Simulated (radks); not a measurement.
Spherical quantum dot in the effective-mass picture: electrons in a parabolic well V = omega^2 r^2 / 2 with omega = 0.286, with a point charge +1 (a donor) at the centre, all in effective atomic units (hartree* = m*/eps^2 hartree, bohr* = eps/m* bohr), one dielectric constant everywhere. Method: non-relativistic Kohn-Sham, r2SCAN, spin-polarised, spherical densities, generalised Kohn-Sham scheme; computed with a radial shooting solver with Libxc functionals. Levels are named by radial order and angular momentum (1s, 1p, 1d, 2s, ...), and open shells are averaged over m. Results are scaled to m* = 0.48 and eps = 16.3, for which hartree* = 49.16 meV and bohr* = 1.797 nm.

N = 35, configuration 1s2 1p6 1d10 2s2 1f14 2p(up 1, down 0). This is the lowest configuration that the search found. Occupied levels:

level,occupation,eigenvalue (meV),<r> (nm)
1s up,1,314.72,4.364
1s down,1,315.66,4.341
1p up,3,322.85,9.082
1p down,3,323.20,9.315
2s down,1,323.95,8.745
2s up,1,324.00,8.902
1d up,5,327.57,10.39
1d down,5,327.69,10.42
1f up,7,332.76,11.20
1f down,7,332.86,11.17
2p up,1,334.19,9.044

Energy (meV): total 6799.96, kinetic 365.35, external 2010.4, Hartree 4821.8, exchange-correlation -397.68.
